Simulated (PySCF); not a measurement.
One of the candidates below gave these computed data.

- Dipole: 1.98 D [PBE0/pcSseg-1]
- NMR, other nuclei: isotropic shieldings of nuclei other than C and H, by class: 209 (1 N), 93 (1 O), 413 (1 Si), 368 (1 S) ppm [GIAO PBE0/pcSseg-1]
- 1H NMR: chemical shifts (computed TMS as zero) by class: 6.99 (1 H), 6.61 (1 H), 5.70 (1 H), 4.87 (3 H), 3.26 (1 H) ppm [GIAO PBE0/pcSseg-1]
- 13C NMR: chemical shifts (computed TMS as zero) by class: 164.8 (1 C), 154.7 (1 C), 139.7 (1 C), 122.8 (1 C), 114.0 (1 C), 85.1 (1 C) ppm [GIAO PBE0/pcSseg-1]
- Rotational structure: rotational constants A, B, C: 3.332, 0.535, 0.463 GHz [GFN2-xTB]

Electronic properties: PySCF, gas phase, density fitting. Levels stand in brackets. The structure is a single GFN2-xTB conformer in the gas phase; no vibrational or solvent corrections. NMR classes are plain means over equivalent atoms (diastereotopic ones count apart unless rotation or inversion swaps them), as if these changed places fast.

Task: Which candidate is it?
A. `NC(=O)[C@@H]1[SiH2]O[Si@@H]1O[SiH3]`
B. `C=NC1=CCS(=O)(=O)CC1`
C. `[SiH3]Oc1csc2cc[nH]c12`
D. `[SiH3]Nc1cc2sccc2o1`

Result: D. It is `[SiH3]Nc1cc2sccc2o1`. Numbering: `[SiH3:1][NH:2][c:3]1[cH:4][c:5]2[s:6][cH:7][cH:8][c:9]2[o:10]1`. Its formula, C6H7NOSSi, gives 5 degrees of unsaturation: 2 rings and 3 π bonds in the structure found (Kekulé form). 6 carbons fall into 6 classes; from least to most shielded: aromatic carbon bearing nitrogen [C3] (164.8 ppm), ring-fusion aromatic carbon [C9] (154.7 ppm), ring-fusion aromatic carbon [C5] (139.7 ppm), aromatic CH next to a ring sulfur [C7] (122.8 ppm), aromatic CH carbon [C8] (114.0 ppm), aromatic CH carbon [C4] (85.1 ppm). Hydrogen classes from least to most shielded: 1 H on an aromatic CH carbon, C8 (6.99 ppm), 1 H on an aromatic CH next to a ring sulfur, C7 (6.61 ppm), 1 H on an aromatic CH carbon, C4 (5.70 ppm), 3 H on an SiH3 silicon, Si1 (4.87 ppm), 1 H on a silicon-bound nitrogen, N2 (3.26 ppm). The other shieldings belong to: 209 ppm, silicon-bound nitrogen [N2]; 93 ppm, furan-type oxygen [O10]; 413 ppm, SiH3 silicon [Si1]; 368 ppm, thiophene-type sulfur [S6]. The optimised geometry has point group Cs and is an asymmetric top.

The others, at the same levels:
- `[SiH3]Oc1csc2cc[nH]c12` fails: its computed 13C shifts are 144.4 (1 C), 132.9 (1 C), 132.8 (1 C), 124.1 (1 C), 107.2 (1 C), 105.1 (1 C) ppm, 1H shifts are 7.81 (1 H), 6.91 (1 H), 6.59 (1 H), 5.92 (1 H), 5.17 (3 H) ppm and rotational constant A is 1.878 GHz (against 3.332 GHz).
- `NC(=O)[C@@H]1[SiH2]O[Si@@H]1O[SiH3]` fails: it has 9 hydrogens where the 1H data count 7; its computed 13C shifts are 176.7 (1 C), 43.5 (1 C) ppm, 1H shifts are 5.60 (1 H), 5.39 (1 H), 5.25 (3 H), 5.04 (1 H), 4.70 (1 H), 4.49 (1 H), 2.56 (1 H) ppm and rotational constant A is 1.181 GHz (against 3.332 GHz).
- `C=NC1=CCS(=O)(=O)CC1` fails: it has 9 hydrogens where the 1H data count 7; its computed 13C shifts are 162.6 (1 C), 151.8 (1 C), 105.8 (1 C), 60.1 (1 C), 57.0 (1 C), 30.8 (1 C) ppm, 1H shifts are 7.71 (1 H), 7.07 (1 H), 5.31 (1 H), 3.62 (2 H), 3.05 (2 H), 2.80 (2 H) ppm and rotational constant A is 2.765 GHz (against 3.332 GHz).

Each candidate is one conformer, not necessarily the lowest. The conformers computed, where there is a choice (atom-mapped SMILES and torsion angles):
- `[SiH3:1][NH:2][c:3]1[cH:4][c:5]2[s:6][cH:7][cH:8][c:9]2[o:10]1`: Si1–N2–C3–C4 180°
- `[SiH3:1][O:2][c:3]1[cH:4][s:5][c:6]2[cH:7][cH:8][nH:9][c:10]12`: Si1–O2–C3–C4 0°
- `[NH2:1][C:2](=[O:3])[C@@H:4]1[SiH2:5][O:6][Si@@H:7]1[O:8][SiH3:9]`: N1–C2–C4–Si5 -143°, O6–Si7–O8–Si9 -56°, H–N1–C2–O3 178°, H–N1–C2–O3 2°

The conformers of `C=NC1=CCS(=O)(=O)CC1` aren't listed.
